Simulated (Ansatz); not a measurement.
One geometry of `[SiH3]BOC[SiH3]`, several functionals.

```yaml
crystal:
  periodic: [false, false, false]
  atoms:
    - {symbol: Si, position_ang: [-1.776998, -1.156561, 1.948086]}
    - {symbol: B, position_ang: [-0.491292, -0.251283, 0.673424]}
    - {symbol: O, position_ang: [-0.298545, -0.774353, -0.543542]}
    - {symbol: C, position_ang: [0.587550, -0.221617, -1.514651]}
    - {symbol: Si, position_ang: [1.511918, 1.385852, -1.100915]}
    - {symbol: H, position_ang: [-2.810766, -0.183539, 2.404795]}
    - {symbol: H, position_ang: [-1.041851, -1.612434, 3.163450]}
    - {symbol: H, position_ang: [-2.467685, -2.331484, 1.349977]}
    - {symbol: H, position_ang: [0.108956, 0.749578, 0.988277]}
    - {symbol: H, position_ang: [1.324859, -0.993124, -1.761512]}
    - {symbol: H, position_ang: [0.005843, -0.057241, -2.427993]}
    - {symbol: H, position_ang: [2.454287, 1.231275, 0.035137]}
    - {symbol: H, position_ang: [0.587708, 2.519557, -0.848478]}
    - {symbol: H, position_ang: [2.293014, 1.666175, -2.337355]}
basis:
  gaussian: {orbitals: def2-TZVPP}
hamiltonian: {xc: {name: B3LYP}, dispersion: d4}
output: {forces: true, orbitals: {seedname: orbitals}}
```

```sh
$ ansatz run in.yaml --threads 4 --pin off --events-out ev --progress --plain --max-ram 10444MiB
```

Output, abridged:

```
Functional definition: B3LYP
1613 factors; their error is unknown
mean field evaluation 1: about -19660.2439 eV, gradient 5.2e1 eV
mean field evaluation 2: about -19650.3502 eV, gradient 8.7e1 eV
mean field evaluation 4: about -19665.8334 eV, gradient 5.4e0 eV
mean field evaluation 8: about -19665.8950 eV, gradient 6.3e-2 eV
mean field evaluation 16: about -19665.9096 eV, gradient 3.1e-5 eV
mean field -19665.90958685 eV, -722.7088472845 hartree, gradient 3.1e-5 eV, S^2 0.000000; 0 other end points of the search recorded, 0 dependent functions left out
reference -19665.90993145 eV, -722.7088599483 hartree; 28, 28 occupied and 275, 275 virtual orbitals, 1613 factors
Total energy: -19666.37937646 eV, -722.7261117343 hartree
Atom 0 at    -1.776998    -1.156561     1.948086 Å, force    -0.048250    -0.028241     0.061690 eV/Å
Atom 1 at    -0.491292    -0.251283     0.673424 Å, force    -0.013881     0.097521     0.179641 eV/Å
Atom 2 at    -0.298545    -0.774353    -0.543542 Å, force    -0.154345    -0.105053     0.156660 eV/Å
Atom 3 at     0.587550    -0.221617    -1.514651 Å, force     0.196767     0.036598    -0.343807 eV/Å
Atom 4 at     1.511918     1.385852    -1.100915 Å, force     0.129045     0.174353    -0.016585 eV/Å
Atom 5 at    -2.810766    -0.183539     2.404795 Å, force     0.052290    -0.058977    -0.022457 eV/Å
Atom 6 at    -1.041851    -1.612434     3.163450 Å, force    -0.046046     0.022616    -0.064084 eV/Å
Atom 7 at    -2.467685    -2.331484     1.349977 Å, force     0.039577     0.068576     0.038808 eV/Å
Atom 8 at     0.108956     0.749578     0.988277 Å, force    -0.093974    -0.137269    -0.016208 eV/Å
Atom 9 at     1.324859    -0.993124    -1.761512 Å, force    -0.050049     0.034367     0.002918 eV/Å
Atom 10 at     0.005843    -0.057241    -2.427993 Å, force     0.033176    -0.024123     0.045202 eV/Å
Atom 11 at     2.454287     1.231275     0.035137 Å, force    -0.065887     0.009545    -0.080392 eV/Å
Atom 12 at     0.587708     2.519557    -0.848478 Å, force     0.065245    -0.079085    -0.018322 eV/Å
Atom 13 at     2.293014     1.666175    -2.337355 Å, force    -0.043667    -0.010827     0.076935 eV/Å
Dipole moment:     0.217527     0.093951    -0.296198 e Å
```

It took 7.5 s on 4 threads of an Arm Neoverse V1 on a shared host, with 1 GiB of host memory at the peak.

Changing it to `hamiltonian: {xc: {name: wB97X-V}}` and no forces (abridged; 12 s):

```
Functional definition: wB97X-V
mean field evaluation 16: about -19660.7414 eV, gradient 3.6e-5 eV
mean field -19660.74141935 eV, -722.5189206320 hartree, gradient 3.6e-5 eV, S^2 0.000000
Total energy: -19660.74141653 eV, -722.5189205285 hartree
```

With the line `hamiltonian: {xc: r2scan, dispersion: d4}` (abridged; 7.5 s):

```
Functional definition: r2SCAN
mean field evaluation 16: about -19660.5332 eV, gradient 5.2e-4 eV
mean field -19660.53321388 eV, -722.5112692221 hartree, gradient 6.3e-5 eV, S^2 0.000000
Total energy: -19660.60847395 eV, -722.5140349787 hartree
Atom 0 force    -0.011793    -0.015860    -0.005371 eV/Å
Atom 1 force    -0.050543     0.079996     0.228910 eV/Å
Atom 2 force    -0.195370    -0.218771     0.064896 eV/Å
Atom 3 force     0.246273     0.160296    -0.267149 eV/Å
Atom 4 force     0.048327     0.069883     0.005472 eV/Å
Atom 5 force     0.019732    -0.019362    -0.000948 eV/Å
Atom 6 force    -0.017749     0.012811    -0.016548 eV/Å
Atom 7 force     0.008820     0.017836     0.018295 eV/Å
Atom 8 force    -0.015145    -0.024270    -0.004875 eV/Å
Atom 9 force    -0.018949    -0.012647    -0.008563 eV/Å
Atom 10 force    -0.002506    -0.023586    -0.000186 eV/Å
Atom 11 force    -0.018730     0.006378    -0.029426 eV/Å
Atom 12 force     0.024787    -0.023840    -0.008131 eV/Å
Atom 13 force    -0.017154    -0.008864     0.023623 eV/Å
Dipole moment:     0.205846     0.076412    -0.297422 e Å
```

B3LYP takes the VWN-RPA correlation (the form of Gaussian; ORCA's B3LYP/G).
